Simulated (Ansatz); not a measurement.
`O=CN[SiH3]` → `CO[Si]N`  (isomerisation)

Program: Ansatz. Geometries: PBE0-D4/def2-TZVP. ΔE: electronic, gas phase. CCSD(T)/CBS adds triple-zeta CCSD(T) − MP2 to the extrapolated MP2 energy (def2 sets, frozen cores). Functionals use def2-TZVPP. One conformer a species, not always the lowest.

CCSD(T)/CBS gives -44.3 kJ/mol.

Q: Another level gave -39.5 kJ/mol. Which?
A. CCSD(T)/def2-TZVPP
B. BLYP/def2-TZVPP
C. r2SCAN/def2-TZVPP
D. PBE-D4/def2-TZVPP

A: A. CCSD(T)/def2-TZVPP -39.5, BLYP -35.1, PBE-D4 -30.8, r2SCAN -25.2 kJ/mol.

Q: What do rigid-rotor, harmonic-oscillator terms from PBE0-D4/def2-TZVP frequencies (298.15 K, 1 bar) make of the CCSD(T)/CBS value? (Best estimate.)

A: Computed: ΔZPE = +18.8 kJ/mol, ΔH = -24.1 kJ/mol, ΔS = 10 J/(mol·K), ΔG = -27.0 kJ/mol.

Largest T1 diagnostic among the species: 0.015.

From r2SCAN to r2SCAN0 (25 % exact exchange), in def2-TZVPP and without D4, ΔE moves by −5.7 kJ/mol. At CCSD(T), def2-SVP lies +37.3 kJ/mol from the extrapolated value and def2-TZVPP +4.8 kJ/mol. In def2-TZVPP, CCSD(T) changes the Hartree–Fock value by −18.6 kJ/mol (the triples alone add +2.7 kJ/mol) and MP2 by −14.8 kJ/mol.
